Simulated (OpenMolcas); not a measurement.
## Ionisation energies of magnesium

```json
{"Program": "OpenMolcas", "Basis": "ANO-RCC-VTZP [5s4p2d1f]", "Scalar Hamiltonian": "DKH2, point nucleus", "Spin-orbit coupling": "state interaction with AMFI integrals over the reference wave functions, term energies averaged over their components"}
```

Active shells in each charge state: the valence s, p shells, with orbitals averaged over the low states. Where CASPT2's correlated closed shells are named, they are those of the first ion.

A. CASSCF
B. SS-CASPT2, IPEA 0.25 Eh, imaginary shift 0.1 Eh (closed shells correlated: 2s 2p)
C. SS-CASPT2, IPEA 0.25 Eh, imaginary shift 0.1 Eh (closed shells correlated: 1s 2s 2p)
D. SS-CASPT2, IPEA 0.25 Eh, imaginary shift 0.1 Eh (closed shells correlated: none)
E. SS-CASPT2, IPEA 0 Eh, imaginary shift 0.1 Eh (closed shells correlated: 2s 2p)

Energies in eV between the lowest computed levels, named as in B; reference values from the NIST Atomic Spectra Database with their kind.

| From | To | A | B | C | D | E | Spin-orbit share in B | Reference |
| --- | --- | --- | --- | --- | --- | --- | --- | --- |
| Mg 3s² ¹S₀ | Mg+ 3s ²S_1/2 | 7.477 | 7.552 | 7.552 | 7.509 | 7.554 | +0.000 | 7.646 (measured) |
| Mg+ 3s ²S_1/2 | Mg2+ 2p⁶ ¹S₀ | 14.734 | 14.893 | 14.892 | 14.734 | 14.898 | +0.000 | 15.035 (measured) |

Error against the reference values, in %:

| From | Reference | A | B | C | D | E |
| --- | --- | --- | --- | --- | --- | --- |
| Mg | measured | -2.2 | -1.2 | -1.2 | -1.8 | -1.2 |
| Mg+ | measured | -2.0 | -0.9 | -1.0 | -2.0 | -0.9 |

Mean absolute error over the 2 measured values: A 0.24 eV, B 0.12 eV, C 0.12 eV, D 0.22 eV, E 0.12 eV.
